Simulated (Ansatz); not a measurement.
Process, species as SMILES: [S]=[Ge] (S-Ge) (closed-shell singlet) → Ge atom + S atom
B3LYP-D3(BJ)/def2-TZVP geometries, fixed; electronic energies without zero-point terms.

Basis-set convergence of the atomisation energy at PBE with Ansatz (a program for electronic structure). Cartesian d functions, on some or all atoms, in 3-21G, 6-31G, 6-31G**, 6-311G**; all else is spherical. The program fits the integrals of some runs and decomposes those of others, by size. Open shells are unrestricted. No added dispersion term, no relativity. Functions are those of the species that has most. Reference: the value in aug-cc-pV(5+d)Z, 137.71 kcal/mol, itself unsure by roughly 0.14 kcal/mol (its mean distance from pcseg-4, aug-pcseg-3, aug-cc-pV(Q+d)Z). Deviations are taken from unrounded values.

```tsv
basis	functions
3-21G	36
6-31G	42
def2-SVP	50
6-31G**	54
aug-pcseg-1	63
6-311G**	71
def2-TZVP	85
def2-TZVPP	90
aug-pcseg-2	109
def2-QZVP	145
def2-QZVPP	159
aug-pcseg-3	182
```

Question: Which is the smallest set listed that can be trusted to 4 kcal/mol here, that is, within that of the reference together with its larger relatives (same family, alike in diffuse functions; a set with none to test it counts only in the reference's own line)?

Answer: The smallest set listed that lies within 4 kcal/mol of the reference with all its larger relatives (same family, alike in diffuse functions; a set with none counts only in the reference's own line) is def2-SVP (50 functions, 0.43 kcal/mol off). Value minus reference: 3-21G -8.47, 6-31G -15.44, def2-SVP 0.43, 6-31G** -3.24, aug-pcseg-1 -2.49, 6-311G** -2.27, def2-TZVP 0.64, def2-TZVPP 0.64, aug-pcseg-2 -0.47, def2-QZVP 0.00, def2-QZVPP 0.03, aug-pcseg-3 -0.17 kcal/mol.
